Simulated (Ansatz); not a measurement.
Cost and result for the atomization energy of C₂H₆FNOSi, SMILES `C=NC(F)O[SiH3]` (12 atoms, 11 bonds).

Cartesian coordinates in Å:
```
C 1.490 1.201 0.747
N 0.502 0.422 0.751
C 0.625 -0.887 0.188
F 1.769 -1.042 -0.560
O -0.443 -1.151 -0.620
Si -1.803 -0.193 -0.708
H 1.367 2.198 1.168
H 2.466 0.930 0.338
H 0.689 -1.620 1.001
H -2.647 -0.912 -1.691
H -1.510 1.171 -1.212
H -2.505 -0.116 0.596
```

Charge 0, multiplicity 1. The geometry is a stationary point of PBE0-D4/def2-TZVP. It is one conformer, not always the lowest. Program: Ansatz. All runs use 4 threads of an Arm Neoverse V1 on a shared host. Times are those of one run each, without the atoms' runs, and a repeat can differ threefold. Electronic energies, without spin–orbit coupling; frozen cores. CCSD(T)/CBS adds CCSD(T) − MP2 in def2-TZVPP to the MP2 limit, and its time is that of the two runs behind it. T1 = 0.013. B3LYP takes the VWN-RPA correlation (the form of Gaussian; ORCA's B3LYP/G).

CCSD(T)/CBS is a level of theory with its own doubt, some kJ/mol a heavy atom from the limit and from the frozen cores, so smaller differences don't rank the functionals.

```json
{"level": "PBE-D4/def2-TZVPP (with forces)", "functions": "281", "wall time": "3.1 s", "atomization (kJ/mol)": "4637.2", "difference from CCSD(T)/CBS": "113.2", "per bond": "10.3"}
{"level": "PBE0-D4/def2-TZVPP", "functions": "281", "wall time": "3.7 s", "atomization (kJ/mol)": "4518.7", "difference from CCSD(T)/CBS": "-5.3", "per bond": "-0.5"}
{"level": "r2SCAN-D4/def2-TZVPP (with forces)", "functions": "281", "wall time": "6 s", "atomization (kJ/mol)": "4524.7", "difference from CCSD(T)/CBS": "0.7", "per bond": "0.1"}
{"level": "B3LYP-D4/def2-TZVPP (with forces)", "functions": "281", "wall time": "6 s", "atomization (kJ/mol)": "4527.1", "difference from CCSD(T)/CBS": "3.1", "per bond": "0.3"}
{"level": "B2PLYP/def2-TZVPP", "functions": "281", "wall time": "8 s", "atomization (kJ/mol)": "4476.9", "difference from CCSD(T)/CBS": "-47.1", "per bond": "-4.3"}
{"level": "ωB97X-V/def2-TZVPP", "functions": "281", "wall time": "9.5 s", "atomization (kJ/mol)": "4548.2", "difference from CCSD(T)/CBS": "24.2", "per bond": "2.2"}
{"level": "ωB97M-V/def2-TZVPP (with forces)", "functions": "281", "wall time": "14 s", "atomization (kJ/mol)": "4543.2", "difference from CCSD(T)/CBS": "19.2", "per bond": "1.7"}
{"level": "MP2/def2-QZVPP", "functions": "535", "wall time": "31 s", "atomization (kJ/mol)": "4564.5", "difference from CCSD(T)/CBS": "40.5", "per bond": "3.7"}
{"level": "CCSD(T)/def2-TZVPP", "functions": "281", "wall time": "5.7 min", "atomization (kJ/mol)": "4393.2", "difference from CCSD(T)/CBS": "-130.8", "per bond": "-11.9"}
{"level": "CCSD(T)/CBS(def2)", "functions": "–", "wall time": "6.2 min", "atomization (kJ/mol)": "4524.0", "difference from CCSD(T)/CBS": "0.0", "per bond": "0.0"}
```

In def2-TZVPP, CCSD(T) changes the Hartree–Fock value by +1235.5 kJ/mol (the triples alone add +79.3 kJ/mol) and MP2 by +1328.8 kJ/mol; breaking electron pairs costs correlation energy, which Hartree–Fock lacks. From PBE to PBE0 (25 % exact exchange), in def2-TZVPP and without D4, the atomization energy moves by −114.6 kJ/mol: exact exchange takes away binding that semilocal exchange gives to molecules. The D4 term adds +39.6 kJ/mol with B3LYP and +20.9 kJ/mol with PBE0; it sums over pairs of atoms, weighted by their polarisabilities, and B3LYP, whose exchange is more repulsive, gets the larger term.
